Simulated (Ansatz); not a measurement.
CH3Cl2FGeO (SMILES C[O][Ge]([F])([Cl])[Cl]), singlet, at a GFN2-xTB geometry; SC-NEVPT2/STO-3G, CASSCF(2,2) run with Ansatz (a first-principles code).

Ansatz was given this input:
Ansatz 0.2 input:
```yaml
crystal:
  periodic: [false, false, false]
  atoms:
    - {symbol: C, position_ang: [-2.64301982, 0.01036582, -0.66262634]}
    - {symbol: O, position_ang: [-1.36570674, 0.64129541, -0.63972672]}
    - {symbol: Ge, position_ang: [0.13710583, -0.04147760, -0.08004707]}
    - {symbol: F, position_ang: [0.43096675, -1.45880793, -1.10957450]}
    - {symbol: Cl, position_ang: [1.57886136, 1.38658409, -0.47632033]}
    - {symbol: Cl, position_ang: [0.03561555, -0.81826648, 1.86883889]}
    - {symbol: H, position_ang: [-2.98106436, -0.23338158, 0.34634226]}
    - {symbol: H, position_ang: [-2.62333564, -0.89765853, -1.26654382]}
    - {symbol: H, position_ang: [-3.32402214, 0.73363737, -1.11136574]}
basis:
  gaussian:
    orbitals: STO-3G
magnetization: {spin_polarized: false}
correlation: {method: sc_nevpt2, electrons: all, active_space: {window: {electrons: 2, orbitals: 2}}}
```

It wrote (shortened):

```
Functional definition: HF
640 factors; integrals over basis functions are off by at most 2.8e-5 eV
mean field evaluation 1: about -86312.9199 eV, gradient 2.9e1 eV
mean field evaluation 2: about -86313.0493 eV, gradient 2.9e1 eV
mean field evaluation 4: about -86316.9483 eV, gradient 1.8e0 eV
mean field evaluation 8: about -86316.9691 eV, gradient 3.6e-2 eV
mean field -86316.96910746 eV, -3172.0901069561 hartree, gradient 2.8e-6 eV, S^2 0.000000; 0 other end points of the search recorded, 0 dependent functions left out
reference -86316.96910746 eV, -3172.0901069561 hartree; 46, 46 occupied and 8, 8 virtual orbitals, 640 factors
state -86317.56381164 eV, -3172.1119619315 hartree
state -86317.56381164 eV, -3172.1119619315 hartree; corrected -86321.09463962 eV, -3172.2417174666 hartree
state -86317.35731073 eV, -3172.1043731632 hartree
state -86317.35731073 eV, -3172.1043731632 hartree; corrected -86321.02317133 eV, -3172.2390910555 hartree
state -86317.56381164 eV, -3172.1119619315 hartree; corrected -86321.09463962 eV, -3172.2417174666 hartree
Total energy: -86321.09463962 eV, -3172.2417174666 hartree
```
